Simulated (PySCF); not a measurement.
Ga(CF3)(H)2 (CH2F3Ga), SMILES [GaH2][C](F)(F)F. Atoms are numbered in the order given.

```xyz
7

Ga     1.1962    -0.0137     0.0000
C     -0.8260    -0.0108     0.0000
F     -1.3629    -0.6063    -1.0773
F     -1.3629    -0.6063     1.0773
F     -1.2688     1.2652     0.0000
H      1.9133     0.0072     1.3880
H      1.9133     0.0072    -1.3880
```

Coordinates come from a PBE0-D3(BJ)/def2-SVP optimisation. The structure was generated by enumeration; whether it is a known compound was not checked.

All values below come from PBE/def2-TZVP run with PySCF.

Symmetry labels are those of the subgroup Cs that the program uses (full group Cs).

Computed valence orbital energies around the gap with their symmetry:
```json
[
 {"orbital": "HOMO−7", "symmetry": "A\"", "energy (eV)": "-11.03"},
 {"orbital": "HOMO−6", "symmetry": "A'", "energy (eV)": "-11.03"},
 {"orbital": "HOMO−5", "symmetry": "A'", "energy (eV)": "-10.92"},
 {"orbital": "HOMO−4", "symmetry": "A'", "energy (eV)": "-10.09"},
 {"orbital": "HOMO−3", "symmetry": "A\"", "energy (eV)": "-10.04"},
 {"orbital": "HOMO−2", "symmetry": "A\"", "energy (eV)": "-9.43"},
 {"orbital": "HOMO−1", "symmetry": "A\"", "energy (eV)": "-7.94"},
 {"orbital": "HOMO", "symmetry": "A'", "energy (eV)": "-7.16"},
 {"orbital": "LUMO", "symmetry": "A'", "energy (eV)": "-3.05"},
 {"orbital": "LUMO+1", "symmetry": "A'", "energy (eV)": "-0.34"},
 {"orbital": "LUMO+2", "symmetry": "A'", "energy (eV)": "0.47"},
 {"orbital": "LUMO+3", "symmetry": "A\"", "energy (eV)": "1.06"}
]
```
